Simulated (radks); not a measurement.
The numbers below are computed, except where a source is named.
Effect of the nuclear size on neutral cadmium, [Kr] 4d10 5s2. Code: a radial shooting solver on a logarithmic mesh with Libxc functionals. Model: Dirac Kohn-Sham, relativistic LDA (MacDonald-Vosko exchange, VWN5 correlation), spin-unpolarised, spherical densities, finite nucleus; Fermi nuclear charge, rms radius 4.6087 fm. The rms radius is varied about that value; shifts are against it.

| rms radius (fm) | total energy shift (eV) | density at nucleus (e/bohr^3) | 1s1/2 shift (meV) | 2s1/2 shift (meV) | 4s1/2 shift (meV) | 4p1/2 shift (meV) | 5s1/2 shift (meV) | 5p1/2 (empty) shift (meV) |
|---|---|---|---|---|---|---|---|---|
| 3.8068 | -1.02 | 1.621e+05 | -428 | -48.3 | -1.70 | 0.166 | -0.080 | 0.043 |
| 4.4244 | -0.250 | 1.586e+05 | -105 | -11.8 | -0.415 | 0.041 | -0.020 | 0.011 |
| 4.6087 | 0 | 1.577e+05 | 0.000 | 0.000 | 0.000 | 0.000 | 0.000 | 0.000 |
| 4.8437 | 0.332 | 1.566e+05 | 139 | 15.6 | 0.550 | -0.054 | 0.026 | -0.014 |
| 5.7148 | 1.68 | 1.53e+05 | 704 | 79.4 | 2.79 | -0.273 | 0.132 | -0.071 |

Slopes of the eigenvalues against <r^2> in GHz/fm^2, as finite differences over the two radii next to the reference (eigenvalue slopes, not the field-shift constants of lines): 1s1/2 15100, 2s1/2 1710, 4s1/2 60.0, 4p1/2 -5.86, 5s1/2 2.84.
